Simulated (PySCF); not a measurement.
In: electron affinity

In⁻ [Kr] 4d10 5s2 5p2 (3P) → In [Kr] 4d10 5s2 5p1 (2P), as a difference of total energies. Computed with PySCF 2.14 in x2c-TZVPPall with one added diffuse shell each of s, p, d, f type (9s7p5d3f, 76 functions), with the spin-free X2C one-electron Hamiltonian (Gaussian nucleus). Correlated levels: valence: [Kr] 4d10 frozen; valence and next inner shell: [Ar] 3d10 frozen. The calculations carry no spin-orbit coupling.

Problem. Order these methods by the electron affinity they give, lowest first.
A. PBE0
B. LDA
C. MP2 (valence and next inner shell)
D. r2SCAN

Solution. C (0.366 eV), A (0.492 eV), D (0.568 eV), B (0.632 eV).

A first-order spin-orbit estimate (lowest level to lowest level, LS coupling) adds -0.058 eV.

Errors of the correlated levels include the incompleteness of this basis and the frozen core.

In the anion the highest occupied orbital energy is positive at LDA, PBE, PBE0, r2SCAN, TPSS, M06-2X, a self-interaction effect; the basis confines that electron, and the energy difference can still be sensible.

For comparison: 0.384 eV (measured; photodetachment measurements, as compiled on the Wikipedia data page of electron affinities).
